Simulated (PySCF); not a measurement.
Computed IR spectrum (relative IR intensity) of a molecule C2H7ClGe. The structure is a stationary point at PBE-D3(BJ)/def2-SVP. The values are those of a single conformer. Calculation: PBE-D3(BJ)/def2-SVP (PySCF 2.14.0). Frequencies are harmonic and unscaled.

```tsv
ν (cm⁻¹)	relative intensity
400	31
460	14
563	9.5
676	25
754	91
836	59
941	6.4
957	4.8
1034	6.9
1194	2.9
1381	2.5
1423	5.1
1428	4.3
2071	77
2086	100
2968	21
2979	7.3
3053	12
3064	9.2
```

Q: Which structure fits?
A) [CH3][GeH]([CH3])[Cl]
B) C[CH2][GeH2][Cl]
C) ClC[CH2][GeH3]

A: B, C[CH2][GeH2][Cl]
